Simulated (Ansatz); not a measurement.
Gas-phase electronic energies from Ansatz, PBE0-D4/def2-TZVP geometries. CCSD(T)/CBS adds triple-zeta CCSD(T) − MP2 to the extrapolated MP2 energy (def2 sets, frozen cores). DFT in def2-TZVPP. B3LYP here is the variant with VWN-RPA as its local correlation; programs differ in this. For Se outer-core shells are correlated without core-valence functions, which leaves a few kJ/mol of doubt a bond. Scalar relativity is left out up to krypton. One conformer a species, not always the lowest.

Reaction (ligand exchange at the Al–N bond): `[AlH2]/[N]=C\[SeH]` + `C[Si](O)(F)Cl` → `C[Si](F)(Cl)[O][AlH2]` + `N=C[SeH]`

(1) Is it downhill or uphill in electronic energy at CCSD(T)/CBS, and by how much? (Best estimate.)

(2) What do these levels give: r2SCAN-D4, PBE0-D4, B3LYP-D4, r2SCAN, SCS-MP2/def2-TZVPP, CCSD/def2-TZVPP, CCSD(T)/def2-TZVPP, HF/def2-QZVPP, MP2/def2-QZVPP, SCS-MP2/def2-QZVPP, MP2/CBS(def2), CCSD/CBS(def2)? (An estimate is asked.)

Largest T1 diagnostic among the species: 0.013.

## Answers

(1) Ansatz gave: Downhill: ΔE = -68.7 kJ/mol.

(2) Ansatz gave: r2SCAN-D4 -57.6, PBE0-D4 -58.6, B3LYP-D4 -60.9, r2SCAN -57.3, SCS-MP2/def2-TZVPP -69.8, CCSD/def2-TZVPP -71.9, CCSD(T)/def2-TZVPP -68.8, HF/def2-QZVPP -80.7, MP2/def2-QZVPP -66.1, SCS-MP2/def2-QZVPP -70.3, MP2/CBS(def2) -65.3, CCSD/CBS(def2) -71.8 kJ/mol.

In def2-TZVPP, CCSD(T) changes the Hartree–Fock value by +9.8 kJ/mol (the triples alone add +3.1 kJ/mol) and MP2 by +13.2 kJ/mol. From PBE to PBE0 (25 % exact exchange), in def2-TZVPP and without D4, ΔE moves by −7.7 kJ/mol.
